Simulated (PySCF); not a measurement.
Basis-set dependence of population analyses: s-BuOEt

s-BuOEt, C₆H₁₄O.
Cartesian coordinates in Å at the PBE0-D3(BJ)/def2-SVP level; atoms count from 1:
```
atom  x, y, z in Å
C1    -2.122   -0.757    0.065
C2    -1.166    0.312    0.539
O3     0.052    0.155   -0.130
C4     1.088    1.022    0.273
C5     0.923    2.410   -0.331
C6     2.402    0.371   -0.134
C7     2.625   -0.985    0.512
H8    -2.279   -0.676   -1.021
H9    -1.718   -1.758    0.278
H10   -3.096   -0.658    0.567
H11   -1.012    0.235    1.636
H12   -1.601    1.315    0.353
H13    1.070    1.108    1.381
H14   -0.028    2.874   -0.028
H15    0.937    2.345   -1.430
H16    1.737    3.077   -0.010
H17    3.224    1.061    0.119
H18    2.402    0.272   -1.233
H19    1.798   -1.665    0.264
H20    3.565   -1.445    0.170
H21    2.674   -0.901    1.610
```

PBE0 throughout (PySCF), one geometry, spherical d and f functions. The structure is a single PBE0-D3(BJ)/def2-SVP conformer in the gas phase; no vibrational or solvent corrections. The first 7 of 15 kinds of atom are listed.

Mulliken charges (e):

```csv
basis,functions,C1,C2,O3,C4,C5,C6,C7
STO-3G,49,-0.235,-0.036,-0.228,+0.046,-0.242,-0.141,-0.232
pcSseg-0,91,-0.648,-0.133,-0.672,-0.027,-0.603,-0.479,-0.629
6-31G,91,-0.495,-0.049,-0.534,+0.089,-0.489,-0.302,-0.493
6-31G*,126,-0.542,-0.050,-0.485,+0.132,-0.540,-0.328,-0.528
cc-pVDZ,168,-0.088,+0.072,-0.325,0.000,-0.029,-0.065,-0.074
def2-SVP,168,-0.086,+0.129,-0.407,+0.038,-0.027,-0.065,-0.064
pcSseg-1,189,-0.284,+0.014,-0.512,-0.042,-0.222,-0.228,-0.272
"6-311+G(2d,p)",273,-0.572,+0.046,-0.217,+0.178,-0.639,-0.149,-0.613
aug-cc-pVDZ,287,+0.373,+0.847,-0.701,+0.325,+0.446,+0.769,+0.519
def2-TZVP,301,-0.347,-0.049,-0.276,+0.067,-0.359,-0.147,-0.373
```

IAO charges (e):

```tsv
basis	functions	C1	C2	O3	C4	C5	C6	C7
STO-3G	49	-0.399	-0.124	-0.227	+0.003	-0.405	-0.258	-0.391
pcSseg-0	91	-0.426	-0.061	-0.381	+0.077	-0.438	-0.264	-0.422
6-31G	91	-0.431	-0.066	-0.384	+0.082	-0.447	-0.257	-0.431
6-31G*	126	-0.415	-0.032	-0.397	+0.108	-0.427	-0.248	-0.411
cc-pVDZ	168	-0.413	-0.030	-0.396	+0.109	-0.427	-0.247	-0.410
def2-SVP	168	-0.403	-0.026	-0.397	+0.109	-0.417	-0.242	-0.400
pcSseg-1	189	-0.412	-0.032	-0.403	+0.105	-0.426	-0.248	-0.410
6-311+G(2d,p)	273	-0.425	-0.036	-0.408	+0.107	-0.439	-0.254	-0.424
aug-cc-pVDZ	287	-0.424	-0.034	-0.407	+0.108	-0.438	-0.253	-0.422
def2-TZVP	301	-0.426	-0.034	-0.408	+0.109	-0.440	-0.255	-0.424
```

Hirshfeld charges (e):

```tsv
basis	functions	C1	C2	O3	C4	C5	C6	C7
STO-3G	49	-0.040	+0.060	-0.165	+0.084	-0.053	-0.013	-0.042
pcSseg-0	91	-0.104	+0.017	-0.136	+0.064	-0.113	-0.055	-0.106
6-31G	91	-0.101	+0.019	-0.159	+0.061	-0.110	-0.054	-0.104
6-31G*	126	-0.103	+0.015	-0.145	+0.056	-0.110	-0.058	-0.104
cc-pVDZ	168	-0.115	+0.006	-0.113	+0.051	-0.121	-0.067	-0.114
def2-SVP	168	-0.118	+0.006	-0.120	+0.052	-0.123	-0.069	-0.117
pcSseg-1	189	-0.120	+0.005	-0.124	+0.049	-0.125	-0.071	-0.120
6-311+G(2d,p)	273	-0.121	-0.001	-0.133	+0.038	-0.125	-0.077	-0.120
aug-cc-pVDZ	287	-0.128	-0.003	-0.128	+0.039	-0.132	-0.080	-0.127
def2-TZVP	301	-0.124	-0.001	-0.127	+0.041	-0.128	-0.076	-0.123
```

Task: Which scheme is steadiest as the basis changes?

Result: Largest range over the bases for any column: Hirshfeld 0.09 e, IAO 0.18 e, Mulliken 1.25 e. Hirshfeld charges move least and Mulliken charges most, counted in e. Without the minimal STO-3G basis the ranges are Hirshfeld 0.05, IAO 0.04, Mulliken 1.25 e.

Task: How much do the charges still move between the two largest bases, aug-cc-pVDZ and def2-TZVP?

Result: At most, over all atoms: Mulliken 0.916 e, IAO 0.003 e, Hirshfeld 0.005 e.

Task: What do the same runs give for the total energy, the frontier levels and the dipole moment?

Result: 
| basis | energy (Eh) | HOMO (eV) | LUMO (eV) | μ (D) |
| --- | --- | --- | --- | --- |
| STO-3G | -308.0989 | -3.70 | 8.37 | 0.91 |
| pcSseg-0 | -311.1971 | -7.09 | 2.08 | 1.42 |
| 6-31G | -311.8251 | -6.94 | 2.63 | 1.27 |
| 6-31G* | -311.9081 | -6.98 | 2.69 | 0.99 |
| cc-pVDZ | -311.9284 | -7.07 | 1.91 | 0.97 |
| def2-SVP | -311.6902 | -7.15 | 1.81 | 1.06 |
| pcSseg-1 | -311.8761 | -7.24 | 1.51 | 1.12 |
| 6-311+G(2d,p) | -312.0043 | -7.25 | 0.40 | 1.05 |
| aug-cc-pVDZ | -311.9486 | -7.23 | -0.01 | 1.02 |
| def2-TZVP | -312.0280 | -7.24 | 1.22 | 1.00 |

The dipole is fixed by the density alone, so its range of 0.51 D shows that the density itself changes with the basis, not only its division among atoms.
